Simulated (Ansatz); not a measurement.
C$_{3}$H$_{8}$ClSi (SMILES [CH2][Si](C)(C)Cl), doublet, at a GFN2-xTB geometry. Base run: CCSD(T)/6-31G** run with Ansatz (a quantum-chemistry and plane-wave program).

The Ansatz input:
Ansatz 0.2 input:
```yaml
crystal:
  periodic: [false, false, false]
  atoms:
    - {symbol: C, position_ang: [-0.70584325, 1.70340527, -0.82508452]}
    - {symbol: Si, position_ang: [-0.09463673, 0.04094741, -0.30697374]}
    - {symbol: C, position_ang: [1.45040532, -0.48913705, -1.30131529]}
    - {symbol: C, position_ang: [-1.43449923, -1.30658142, -0.52096936]}
    - {symbol: Cl, position_ang: [0.41693889, 0.12177942, 1.66897369]}
    - {symbol: H, position_ang: [-0.76081437, 2.54021788, -0.15171481]}
    - {symbol: H, position_ang: [-1.03515054, 1.90823411, -1.82795246]}
    - {symbol: H, position_ang: [2.27077492, 0.20649700, -1.15373599]}
    - {symbol: H, position_ang: [1.79263419, -1.47424205, -0.99730754]}
    - {symbol: H, position_ang: [1.23235521, -0.52517622, -2.36360615]}
    - {symbol: H, position_ang: [-1.05909208, -2.28228528, -0.22593610]}
    - {symbol: H, position_ang: [-2.30914169, -1.09123296, 0.08509850]}
    - {symbol: H, position_ang: [-1.75498966, -1.37164729, -1.55555086]}
basis:
  gaussian:
    orbitals: 6-31G__.json
magnetization: {spin_polarized: true, initial_magnetization: 1}
correlation: {method: ccsd_t}
```
The basis file holds 6-31G** in the JSON format of the Basis Set Exchange.

Each row names what was changed in the base input (with any setting that the change needs).

```
change                                                             ΔE vs base (mEh)  MP2 correlation (Eh)  CC correlation without the perturbative part (Eh)  basis functions  core-seconds (rough)
-----------------------------------------------------------------  ----------------  --------------------  -------------------------------------------------  ---------------  --------------------
base                                                                          0.000              -0.62487                                           -0.69215              123                    40
method = ccsd                                                                18.352              -0.62487                                           -0.69215              123                    20
lower_state_search = off                                                      0.000              -0.62487                                           -0.69215              123                    40
fitting = cc-pVTZ-JKFIT (mean field), cc-pVTZ-RIFIT (correlation)             0.099              -0.62479                                           -0.69213              123                    40
method = mp2                                                                 85.635              -0.62487                                                  -              123                     4
electrons = all                                                             -37.244              -0.66291                                           -0.72865              123                   200
method = rpa                                                                -57.210                     -                                                  -              123                     5
method = bccd                                                                19.003              -0.62487                                           -0.69150              123                    30
accuracy = high                                                              -0.007              -0.62487                                           -0.69215              123                   100
diis_vectors = 4                                                              0.000              -0.62487                                           -0.69215              123                    60
```
